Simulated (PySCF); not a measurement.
Two species compared at the same levels of theory.

First species: C₅H₁₃NSi.
Geometry (GFN2-xTB, Å), atoms numbered from 1 in this order:
```
atom  x, y, z in Å
C1    -1.9880    1.4380    0.5948
C2    -0.5699    1.5598    0.1435
C3     0.2953    0.5485    0.0188
Si4    2.0686    0.8744   -0.5631
N5    -0.1546   -0.7724    0.2980
C6    -0.8934   -1.3720   -0.7928
C7     0.8601   -1.6607    0.8105
H8    -2.1526    0.4696    1.0602
H9    -2.6737    1.5442   -0.2481
H10   -2.2215    2.2272    1.3087
H11   -0.2383    2.5604   -0.0973
H12    2.4015   -0.0230   -1.6772
H13    3.0376    0.6577    0.5160
H14    2.1513    2.2574   -1.0284
H15   -0.2393   -1.6644   -1.6297
H16   -1.6354   -0.6694   -1.1642
H17   -1.4053   -2.2648   -0.4293
H18    0.3771   -2.5754    1.1577
H19    1.6194   -1.9342    0.0616
H20    1.3560   -1.1902    1.6572
```

Second species: C6H11ClO2Si.
SMILES: `Cl[C@H]1CO[Si@H](C2CC2)OC1`

Levels: PBE0/pcSseg-1 for HOMO energy, LUMO energy and HOMO–LUMO gap. Geometries: GFN2-xTB. All species are isolated and taken at one optimised geometry, non-relativistic unless stated. Electronic properties by PySCF.

The conformers computed, where there is a choice (atom-mapped SMILES and torsion angles):
- `[CH3:1]/[CH:2]=[C:3](/[SiH3:4])[N:5]([CH3:6])[CH3:7]`: C2–C3–N5–C6 80°

The conformers of `Cl[C@H]1CO[Si@H](C2CC2)OC1` aren't listed.

Values for the first species:

* HOMO energy: -5.88 eV
* LUMO energy: 0.17 eV
* HOMO–LUMO gap: 6.05 eV

Question: Estimate the same properties for the second species, and the change in each.

Answer: 
| property | first | second | second less first |
| --- | --- | --- | --- |
| HOMO energy | -5.88 eV | -7.99 eV | -2.11 eV |
| LUMO energy | 0.17 eV | 0.65 eV | +0.48 eV |
| HOMO–LUMO gap | 6.05 eV | 8.64 eV | +2.59 eV |

